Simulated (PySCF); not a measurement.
# What a mistake does to a calculation on BGe2H8N

These are calculations, not measurements. The program is PySCF 2.14.0, an open-source quantum chemistry code, run on an isolated molecule that a program drew, which may never have been made. The molecule is BGe2H8N (charge 0, singlet), drawn as the SMILES string `[BH2][GeH2][NH][GeH3]`.

Each row is a Hartree-Fock (HF) and frozen-core CCSD(T) single point in the cc-pVDZ basis, meant for a local HF minimum. Run 1 is clean. Each other run has one planted mistake out of seven kinds, and not every kind appears here: one electron removed, one electron added, multiplicity raised by two, geometry at a saddle point, minimal basis STO-3G, one bond length entered in bohr, all coordinates scaled. The reference is restricted for singlets and unrestricted otherwise, and also for a bond in bohr. Adding or removing an electron swaps singlet and doublet. Electrons count all cores. HOMO and LUMO are orbital energies over both spins, the gradient is its largest component, and the lowest frequency (negative if imaginary) is given only where the gradient is small. Bond lengths are over the 11 bonds as drawn. T1 is the CCSD diagnostic: over 0.02 (restricted) or 0.045 (unrestricted) a single reference is doubtful. Germanium has the cc-pVDZ-PP basis, with a core potential (ECP10MDF) in place of its 10 inner electrons, and its 3s, 3p and 3d shells are frozen in CCSD(T).

Geometry of the clean run:
```xyz
12
BGe2H8N, angstrom
B     0.5217    2.3320   -0.5185
Ge    2.4551    2.3394    0.2564
N     2.9110    0.7071    0.9901
Ge    1.8321   -0.5893    1.7186
H     0.1621    3.2546   -1.1947
H    -0.2636    1.4536   -0.3006
H     3.4933    2.6639   -0.8311
H     2.5550    3.4609    1.3142
H     3.8664    0.6432    1.2949
H     2.7453   -1.5899    2.4339
H     1.0392   -1.3014    0.6171
H     0.8311    0.0001    2.7251
```

| run | electrons | basis functions | <S^2> | HOMO (eV) | LUMO (eV) | gradient (hartree/bohr) | lowest frequency (cm^-1) | mean bond (Å) | longest bond (Å) | T1 | HF (hartree) | CCSD(T) (hartree) | mistake |
|---|---|---|---|---|---|---|---|---|---|---|---|---|---|
| 1 | 84 | 114 | 0.000 | -10.00 | 1.35 | 3.8e-05 | 32 | 1.5322 | 2.083 | 0.0115 | -670.51467 | -671.04370 | no fault |
| 2 | 84 | 114 | 0.000 | -9.76 | 1.16 | 5.9e-02 | - | 1.6609 | 2.258 | 0.0135 | -670.45178 | -670.99757 | all coordinates scaled |
| 3 | 84 | 114 | 2.029 | -4.97 | -1.19 | 7.0e-02 | - | 1.5322 | 2.083 | 0.0944 | -670.37865 | -670.88877 | multiplicity raised by two |
| 4 | 84 | 114 | 0.845 | -8.33 | 1.30 | 6.0e-03 | - | 1.6565 | 2.905 | 0.0387 | -670.41291 | -670.93152 | ? |

**Which mistake was planted in run 4, and what did it cost?**

The mean bond changes by a factor of 1.081 and the longest by 1.395, so the molecule wasn't scaled as a whole. A length L in bohr read as angstrom grows by (1/0.5292 - 1) L = 0.890 L. The 11 bonds together grew by 11 x 0.1243 = 1.367 Å, which gives L = 1.537 Å. That is the length of one of the Ge-H bonds, 1.537 Å in the clean geometry. So the mistake is: one bond length entered in bohr. Subtracting run 1 and multiplying by 627.51 kcal/mol a hartree, the energy moved by 63.9 kcal/mol in HF and 70.4 kcal/mol in CCSD(T).

Cautions from the logs. Run 3: T1 is over the limit, so its CCSD(T) energy is less reliable.
